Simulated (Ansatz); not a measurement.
A geometry relaxed with B3LYP-D3(BJ)/def2-TZVP run with Ansatz (a first-principles code), charge 0, multiplicity 1:

```xyz
7

H      2.3722     0.9404     0.1346
B      0.2714    -0.1929     0.0092
S     -0.6491    -1.7497    -0.0665
H     -1.8861    -1.2320    -0.1166
S      2.0739    -0.3691     0.0931
S     -0.4416     1.4683     0.0078
H     -1.7407     1.1349    -0.0615
```

**Question.** Write the SMILES of this molecule.

**Answer.** `SB(S)S`
